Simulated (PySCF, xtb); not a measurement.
CH7ClN2Si, SMILES C(N)[Si@@H](N)Cl. Other conformers were not sampled.

Harmonic wavenumbers (cm⁻¹) from xtb with GFN2-xTB at its own minimum, in rising order: 38, 112, 166, 208, 215, 279, 308, 455, 503, 649, 661, 700, 767, 805, 908, 988, 1039, 1095, 1280, 1314, 1467, 1510, 1570, 2184, 2953, 2964, 3384, 3416, 3480, 3517.

Question: What does PySCF 2.14.0 with PBE0-D3(BJ)/def2-SVP give at its own minimum? (Estimate from the structure and the level; the computed values follow.)

Answer: 95, 120, 196, 229, 265, 304, 347, 478, 541, 635, 698, 800, 827, 878, 886, 924, 1078, 1115, 1266, 1365, 1421, 1549, 1644, 2252, 3051, 3116, 3532, 3600, 3615, 3697. Paired by order, the mean absolute difference is 64 cm⁻¹ and the zero-point energies are 55.7 and 57.9 kcal/mol.
